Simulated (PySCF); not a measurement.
[CoF4]2-: what the settings change

[CoF4]2-: Co(II) (d7), charge -2. The structure is a PBE0-D3(BJ)/def2-TZVP, IEF-PCM water geometry optimised for multiplicity 4; coordination tetrahedral, point group Td, metal–donor distances 1.93 Å.

```
5

Co    0.0000    0.0000    0.0000
F     1.1148    1.1148    1.1148
F     1.1148   -1.1148   -1.1148
F    -1.1148   -1.1148    1.1148
F    -1.1148    1.1148   -1.1148
```

Method (PySCF 2.14, density fitting): CASSCF(7,5) with orbitals averaged over all microstates of the shell, strongly contracted NEVPT2 on the averaged canonical orbitals; basis x2c-TZVPall on the metal, x2c-SVPall elsewhere; spin-free X2C; IEF-PCM water; spin-orbit coupling by state interaction with the mean-field operator over all roots.

Base run: NEVPT2 ground state 4A2, next 4T2 at 4126, then 4T1 at 7202 cm⁻¹, 10Dq(CASSCF) 3379, B(CASSCF) 1199, ζ 512 cm⁻¹, g 2.295 2.295 2.295, μeff(300 K) 4.56 μB.

Problem. What happens with the basis x2c-TZVPall on all atoms?

Solution. NEVPT2 ground state 4A2, next 4T2 at 3990, then 4T1 at 6966 cm⁻¹, 10Dq(CASSCF) 3305, B(CASSCF) 1200, ζ 512 cm⁻¹, g 2.304 2.304 2.304, μeff(300 K) 4.58 μB. It took 17 s against 10 s on a shared host of the same kind.

Problem. What happens with orbitals averaged over the highest spin alone?

Solution. NEVPT2 ground state 4A2, next 4T2 at 4015, then 4T1 at 7008 cm⁻¹, 10Dq(CASSCF) 3365, B(CASSCF) 1210, ζ 516 cm⁻¹, g 2.305 2.305 2.305, μeff(300 K) 4.59 μB.

No frequencies were computed for the optimised geometry. NEVPT2 lifts 4T2 from 3384 to 4126 cm⁻¹; on the d shell alone such lifts tend to overshoot.
